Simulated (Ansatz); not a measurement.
Cost and result for the atomization energy of `CN/C(=C\C(=O)OC)OC` (21 atoms, 20 bonds).

Cartesian coordinates in Å:
```
C 2.2091 0.2829 -1.5101
N 1.0493 0.3730 -0.6642
C 0.2343 -0.6581 -0.3929
C -0.8662 -0.6229 0.4236
C -1.3701 0.5029 1.1553
O -2.3486 0.4907 1.8670
O -0.6402 1.6533 0.9940
C -1.1292 2.7737 1.7156
O 0.6321 -1.7643 -1.0349
C -0.1099 -2.9541 -0.8688
H 2.6711 1.2682 -1.5563
H 2.9462 -0.4258 -1.1220
H 1.9488 -0.0232 -2.5267
H 0.8114 1.2351 -0.2027
H -1.4477 -1.5195 0.5592
H -2.1456 3.0212 1.4060
H -0.4536 3.5968 1.4870
H -1.1324 2.5734 2.7879
H 0.3959 -3.7042 -1.4735
H -1.1370 -2.8295 -1.2210
H -0.1178 -3.2696 0.1776
```

The species carries charge 0 and has multiplicity 1. The geometry is a stationary point of PBE0-D4/def2-TZVP. It is one conformer, not always the lowest. Program: Ansatz. All runs use 4 threads of an AMD EPYC 7R13 on a shared host and a share of an NVIDIA H100 80 GB. Times are those of one run each, without the atoms' runs, and a repeat can differ threefold. Electronic energies, without spin–orbit coupling; frozen cores. CCSD(T)/CBS adds CCSD(T) − MP2 in def2-TZVPP to the MP2 limit, and its time is that of the two runs behind it. T1 = 0.014.

CCSD(T)/CBS is a level of theory with its own doubt, some kJ/mol a heavy atom from the limit and from the frozen cores, so smaller differences don't rank the functionals.

| level | functions | wall time |
| --- | --- | --- |
| LDA (SPW92)/def2-TZVPP | 464 | 1.8 s |
| revPBE-D4/def2-TZVPP | 464 | 1.9 s |
| PBE0-D4/def2-TZVPP | 464 | 2.1 s |
| BLYP-D4/def2-TZVPP | 464 | 2.2 s |
| r2SCANh-D4/def2-TZVPP | 464 | 2.4 s |
| PBE-QIDH/def2-TZVPP | 464 | 3.1 s |
| CAM-B3LYP-D4/def2-TZVPP | 464 | 3.3 s |
| ωB97X-V/def2-TZVPP | 464 | 3.4 s |
| CCSD(T)/def2-SVP | 195 | 3.5 s |
| ωB97M-V/def2-TZVPP (with forces) | 464 | 4.6 s |
| MP2/def2-QZVPP | 900 | 6 s |
| CCSD(T)/def2-TZVPP | 464 | 37 s |
| CCSD(T)/CBS(def2) | – | 43 s |

(1) What atomization energy does each give, and how far from CCSD(T)/CBS? (Estimate.)

## Answers

(1) Ansatz gave: 
```json
{"level": "LDA (SPW92)/def2-TZVPP", "atomization (kJ/mol)": "10284.5", "difference from CCSD(T)/CBS": "1536.7", "per bond": "76.8"}
{"level": "revPBE-D4/def2-TZVPP", "atomization (kJ/mol)": "8825.5", "difference from CCSD(T)/CBS": "77.7", "per bond": "3.9"}
{"level": "PBE0-D4/def2-TZVPP", "atomization (kJ/mol)": "8848.0", "difference from CCSD(T)/CBS": "100.2", "per bond": "5.0"}
{"level": "BLYP-D4/def2-TZVPP", "atomization (kJ/mol)": "8826.1", "difference from CCSD(T)/CBS": "78.3", "per bond": "3.9"}
{"level": "r2SCANh-D4/def2-TZVPP", "atomization (kJ/mol)": "8741.0", "difference from CCSD(T)/CBS": "-6.8", "per bond": "-0.3"}
{"level": "PBE-QIDH/def2-TZVPP", "atomization (kJ/mol)": "8728.4", "difference from CCSD(T)/CBS": "-19.4", "per bond": "-1.0"}
{"level": "CAM-B3LYP-D4/def2-TZVPP", "atomization (kJ/mol)": "8832.1", "difference from CCSD(T)/CBS": "84.3", "per bond": "4.2"}
{"level": "ωB97X-V/def2-TZVPP", "atomization (kJ/mol)": "8790.7", "difference from CCSD(T)/CBS": "42.9", "per bond": "2.1"}
{"level": "CCSD(T)/def2-SVP", "atomization (kJ/mol)": "8354.3", "difference from CCSD(T)/CBS": "-393.5", "per bond": "-19.7"}
{"level": "ωB97M-V/def2-TZVPP (with forces)", "atomization (kJ/mol)": "8801.1", "difference from CCSD(T)/CBS": "53.3", "per bond": "2.7"}
{"level": "MP2/def2-QZVPP", "atomization (kJ/mol)": "8861.8", "difference from CCSD(T)/CBS": "114.0", "per bond": "5.7"}
{"level": "CCSD(T)/def2-TZVPP", "atomization (kJ/mol)": "8516.7", "difference from CCSD(T)/CBS": "-231.1", "per bond": "-11.6"}
{"level": "CCSD(T)/CBS(def2)", "atomization (kJ/mol)": "8747.8", "difference from CCSD(T)/CBS": "0.0", "per bond": "0.0"}
```

In def2-TZVPP, CCSD(T) changes the Hartree–Fock value by +2364.4 kJ/mol (the triples alone add +161.6 kJ/mol) and MP2 by +2573.3 kJ/mol; breaking electron pairs costs correlation energy, which Hartree–Fock lacks. At CCSD(T), def2-SVP lies −393.5 kJ/mol from the extrapolated value and def2-TZVPP −231.2 kJ/mol: correlation converges slowly with the basis, and small sets miss more of it in the bonded molecule than in its fragments. Leaving LDA and LC-ωPBE aside and taking each functional with its dispersion term where it has one, the values, not all of them listed here, spread over 639.7 kJ/mol, from BHLYP-D4 to PBE-D4. LDA lies +1248.8 kJ/mol from PBE without D4, its usual overbinding.
